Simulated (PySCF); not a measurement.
# Reading the logs of faulty runs: BCGeH3O

All numbers below are calculated, not measured. They come from PySCF 2.14.0, an open-source quantum chemistry program, on an isolated molecule that a program drew, which may never have been made. The molecule is BCGeH3O (charge 0, singlet), drawn as the SMILES string `OC=[B][GeH]`.

Each row is a Hartree-Fock (HF) and frozen-core CCSD(T) single point in the cc-pVDZ basis, meant for a local HF minimum. Run 1 is clean. Each other run has one planted mistake out of seven kinds, and not every kind appears here: one electron removed, one electron added, multiplicity raised by two, geometry at a saddle point, minimal basis STO-3G, one bond length entered in bohr, all coordinates scaled. The reference is restricted for singlets and unrestricted otherwise, and also for a bond in bohr. Adding or removing an electron swaps singlet and doublet. Electrons count all cores. HOMO and LUMO are orbital energies over both spins, the gradient is its largest component, and the lowest frequency (negative if imaginary) is given only where the gradient is small. Bond lengths are over the 6 bonds as drawn. T1 is the CCSD diagnostic: over 0.02 (restricted) or 0.045 (unrestricted) a single reference is doubtful. Germanium has the cc-pVDZ-PP basis, with a core potential (ECP10MDF) in place of its 10 inner electrons, and its 3s, 3p and 3d shells are frozen in CCSD(T).

Geometry of the clean run:
```xyz
7
BCGeH3O, angstrom
O     1.2009   -2.0375   -0.1702
C     0.5315   -1.3244   -1.0896
B    -0.6957   -0.6037   -1.0451
Ge   -2.4237    0.4276   -1.0278
H     0.7384   -2.0384    0.6552
H     1.0590   -1.3183   -2.0406
H    -2.1902    0.8030   -2.5485
```

```
run,electrons,basis functions,<S^2>,HOMO (eV),LUMO (eV),gradient (hartree/bohr),lowest frequency (cm^-1),mean bond (Å),longest bond (Å),T1,HF (hartree),CCSD(T) (hartree),mistake
1,54,80,0.000,-8.19,0.33,2.0e-05,112,1.3994,2.012,0.0238,-432.43875,-432.96591,no fault
2,55,80,0.882,-1.17,6.82,3.2e-02,-,1.3994,2.012,0.0282,-432.45472,-432.98320,one electron added
3,54,80,1.405,-7.94,0.41,4.8e-02,-,1.6342,2.993,0.0506,-432.37539,-432.87698,one bond length entered in bohr
4,54,80,0.000,-7.87,-0.07,6.7e-02,-,1.5197,2.186,0.0247,-432.39589,-432.94110,all coordinates scaled
5,53,80,0.914,-14.69,-6.10,7.3e-02,-,1.3994,2.012,0.0492,-432.18325,-432.67454,one electron removed
6,54,80,2.025,-6.59,-0.17,7.5e-02,-,1.3994,2.012,0.0304,-432.40006,-432.90160,?
```

**Which mistake was planted in run 6, and what did it cost?**

Electrons, basis and geometry are unchanged, and <S^2> is 2.025, beside S(S+1) = 2.00 for a multiplicity of 3. So the mistake is: multiplicity raised by two. Subtracting run 1 and multiplying by 627.51 kcal/mol a hartree, the energy moved by 24.3 kcal/mol in HF and 40.4 kcal/mol in CCSD(T).

Cautions from the logs. Run 1: T1 is over the limit, so its CCSD(T) energy is less reliable; run 3: T1 is over the limit, so its CCSD(T) energy is less reliable; run 4: T1 is over the limit, so its CCSD(T) energy is less reliable; run 5: T1 is over the limit, so its CCSD(T) energy is less reliable.
